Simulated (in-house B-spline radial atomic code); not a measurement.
# Removing one electron from Zr²⁸⁺

Closed shell [Ne] 3s2. Computed with a B-spline radial code for spherical atoms: Koopmans values of Dirac-Hartree-Fock plus a diagonal self-energy, in second order or with its direct term screened (direct RPA, with the hole-particle interaction, or full time-dependent Hartree-Fock), linearised in energy; no-pair Dirac-Coulomb Hamiltonian, finite nucleus. Shifts add to the Koopmans value (the ΔSCF shift is orbital relaxation alone); the final value takes TDHF screening with Breit and QED.

Command:
```bash
python run_mb.py task.json out
```
Settings (nuclear radius in fm, box in bohr, cutoff in hartree):
```
basis_form          2
Z                   40
core_configuration  [Ne] 3s2
rms_radius          4.2694
mass_number         90
speed_of_light      137.036
box_radius          3.743
lmax                7
intervals           58
virtual_cutoff      6400.0
```

Run time, properties included: 1.9 s on 1 thread of Intel(R) Xeon(R) 6975P-C, on a shared host.

Energies in eV:

| subshell | Koopmans | ΔSCF shift | second order | direct RPA | hole-particle | TDHF | Breit + QED | final |
| --- | --- | --- | --- | --- | --- | --- | --- | --- |
| 3s1/2 | 1520.56 | -0.190 | ? | ? | ? | ? | ? | ? |

Problem. What does the self-energy do to 3s1/2?

Solution. It shifts the removal energy by 3.137 eV in second order, 1.925 with direct RPA, 2.450 with the hole-particle term and 3.007 with TDHF screening (quasi-particle weight 0.989); Breit and QED add -1.115 eV. The final value is 1522.46 eV, against 1525.1 ± 2.2 eV (NIST, semi-empirical).
